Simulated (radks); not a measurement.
Values are calculated unless marked as measured or tabulated.
Problem. Isoelectronic series with 18 electrons, all held in the configuration [Ar], which need not be the ground one along the series. Level of theory: Dirac Kohn-Sham, PBE, spin-unpolarised, spherical densities, finite nucleus; Fermi nuclear charge, rms radius of each element as measured or else 0.836 A^(1/3) + 0.57 fm (a radial shooting solver on a logarithmic mesh with Libxc functionals). Total energies (hartree) and orbital eigenvalues (eV) (* marks an orbital that is empty in some or all of the ions):

ion    E (hartree)     3d3/2*      3p3/2      3p1/2
I35+   -6166.66474  -2228.574  -2394.730  -2466.915
Cs37+   -6692.7344  -2471.576  -2646.133  -2732.179
Ba38+   -6964.7468  -2597.807  -2776.582  -2870.295
La39+   -7242.8155  -2727.199  -2910.205  -3012.111
Ce40+   -7526.9919  -2859.760  -3047.008  -3157.660
Pr41+   -7817.3335  -2995.494  -3186.999  -3306.978
Nd42+   -8113.8959  -3134.411  -3330.185  -3460.102
Pm43+   -8416.7337  -3276.517  -3476.574  -3617.069
Sm44+   -8725.8968  -3421.819  -3626.174  -3777.920
Eu45+   -9041.4862  -3570.325  -3778.993  -3942.694

Estimate the row of Xe36+.

Solution. E (hartree) -6426.72261; 3d3/2* -2348.501; 3p3/2 -2518.851; 3p1/2 -2597.730.
